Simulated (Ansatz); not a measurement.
Reaction (redistribution): `[SeH][SiH2][TeH]` + `[CH3][GeH]([SiH3])[Cl]` → `[CH3][GeH]([Cl])[SeH]` + `[SiH3][SiH2][TeH]`

Calculated with Ansatz (gas phase, PBE0-D4/def2-TZVP geometries, no zero-point term in ΔE). CBS: MP2 limit from def2 TZ/QZ plus the TZ coupled-cluster correction, frozen cores. Elements past krypton have def2 core potentials. For Ge, Se, Te outer-core shells are correlated without core-valence functions, which leaves a few kJ/mol of doubt a bond. Scalar relativity is left out up to krypton. Each species was taken in one conformer, which may not be the lowest.

```tsv
species	CCSD(T)/CBS(def2) energy (Eh)
`[SeH][SiH2][TeH]`	-2959.95331
`[CH3][GeH]([SiH3])[Cl]`	-2867.28258
`[CH3][GeH]([Cl])[SeH]`	-4977.73636
`[SiH3][SiH2][TeH]`	-849.49595
```

Work out ΔE.

ΔE = (-4977.73636) + (-849.49595) − (-2959.95331) − (-2867.28258) = 0.00358 Eh = +9.4 kJ/mol.

Largest T1 diagnostic among the species: 0.012.

At CCSD(T), def2-SVP lies −8.5 kJ/mol from the extrapolated value and def2-TZVPP −3.6 kJ/mol. Leaving LDA and LC-ωPBE aside and taking each functional with its dispersion term where it has one, the values, not all of them listed here, spread over 5.2 kJ/mol, from revPBE-D4 to ωB97M-V.
